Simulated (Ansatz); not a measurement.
Na₆P⁻, 7 atoms. Hardware: 4 threads of Intel Xeon Platinum 8488C on a shared host.

Correlated methods freeze 11 core orbitals; core or outer-core shells of Na are correlated, in sets that lack core-valence functions.

**Question.** How many basis functions does each of these Ansatz runs have, and roughly what does it cost? r2SCAN-D4/def2-TZVPD, charge -1 singlet, energy, from earlier orbitals; PBE0-D4/def2-TZVPD, charge -1 singlet, energy, from earlier orbitals; PBE-D4/def2-SVPD, charge -1 singlet, relaxation, 8 steps; r2SCANh-D4/def2-TZVPD, charge -1 singlet, energy, from earlier orbitals; HF/STO-3G, charge -1 singlet, energy; MP2/def2-TZVPD, charge -1 singlet, energy, from earlier orbitals; BHLYP-D4/def2-TZVPD, charge -1 singlet, energy, from earlier orbitals; PBE-D4/def2-TZVPD, charge -1 singlet, energy and forces, from earlier orbitals; PBE-QIDH/def2-TZVPD, charge -1 singlet, energy, from earlier orbitals; CCSD(T)/def2-SVPD, charge -1 singlet, energy, from earlier orbitals.

**Answer.** Other jobs shared the machine, so times can vary by a factor of up to 3. A dash marks memory too small to be measured apart from the calling script's.

| run | functions | fitting or Cholesky vectors | wall time | peak host memory (GiB) |
| --- | --- | --- | --- | --- |
| HF/STO-3G, charge -1 singlet, energy | 63 | 599 | 0.3 s | – |
| PBE-D4/def2-TZVPD, charge -1 singlet, energy and forces, from earlier orbitals | 253 | 2183 | 6.5 s | 0.59 |
| BHLYP-D4/def2-TZVPD, charge -1 singlet, energy, from earlier orbitals | 253 | 2377 | 8 s | 1.2 |
| MP2/def2-TZVPD, charge -1 singlet, energy, from earlier orbitals | 253 | 2133 | 8.5 s | 0.99 |
| r2SCAN-D4/def2-TZVPD, charge -1 singlet, energy, from earlier orbitals | 253 | 2183 | 9.5 s | 0.65 |
| PBE-QIDH/def2-TZVPD, charge -1 singlet, energy, from earlier orbitals | 253 | 2133 | 10 s | 0.96 |
| PBE0-D4/def2-TZVPD, charge -1 singlet, energy, from earlier orbitals | 253 | 2272 | 10 s | 1.2 |
| r2SCANh-D4/def2-TZVPD, charge -1 singlet, energy, from earlier orbitals | 253 | 2183 | 11 s | 1.2 |
| PBE-D4/def2-SVPD, charge -1 singlet, relaxation, 8 steps | 132 | 1403 | 13 s | – |
| CCSD(T)/def2-SVPD, charge -1 singlet, energy, from earlier orbitals | 132 | 1169 | 42 s | 1.2 |
